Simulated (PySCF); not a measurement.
W(O)2(NH2)2 (H4N2O2W), SMILES [NH2][W]([NH2])(=[O])=[O], multiplicity 1. Atoms are numbered in the order given.

```xyz
9

W      0.0000     0.0000    -0.0532
O      0.0000     1.4454    -0.9925
O      0.0000    -1.4454    -0.9925
N      1.6208     0.0000     1.0373
H      2.1229     0.8378     1.3233
H      2.1229    -0.8378     1.3233
N     -1.6208     0.0000     1.0373
H     -2.1229     0.8378     1.3233
H     -2.1229    -0.8378     1.3233
```

The structure is a stationary point at r2SCAN-D4/def2-SVP. The spin state was assumed, not searched. The structure was generated by enumeration; whether it is a known compound was not checked. The def2 effective core potentials stand for the cores of W; spin–orbit coupling is left out. Other conformers were not sampled.

Calculation: HF/def2-TZVP (PySCF).

Symmetry labels are those of the subgroup C2v that the program uses (full group C2v).

Problem. List the valence orbital energies around the gap with their symmetry. (An estimate is asked for; the answer gives what the named calculation found.)

Solution. 
```json
[
 {"orbital": "HOMO−7", "symmetry": "A1", "energy (eV)": "-15.73"},
 {"orbital": "HOMO−6", "symmetry": "B2", "energy (eV)": "-15.30"},
 {"orbital": "HOMO−5", "symmetry": "A1", "energy (eV)": "-14.51"},
 {"orbital": "HOMO−4", "symmetry": "A2", "energy (eV)": "-14.14"},
 {"orbital": "HOMO−3", "symmetry": "B1", "energy (eV)": "-13.11"},
 {"orbital": "HOMO−2", "symmetry": "B2", "energy (eV)": "-12.55"},
 {"orbital": "HOMO−1", "symmetry": "A1", "energy (eV)": "-12.49"},
 {"orbital": "HOMO", "symmetry": "B1", "energy (eV)": "-11.28"},
 {"orbital": "LUMO", "symmetry": "A1", "energy (eV)": "2.14"},
 {"orbital": "LUMO+1", "symmetry": "A2", "energy (eV)": "2.42"},
 {"orbital": "LUMO+2", "symmetry": "A1", "energy (eV)": "2.74"},
 {"orbital": "LUMO+3", "symmetry": "B1", "energy (eV)": "3.24"}
]
```
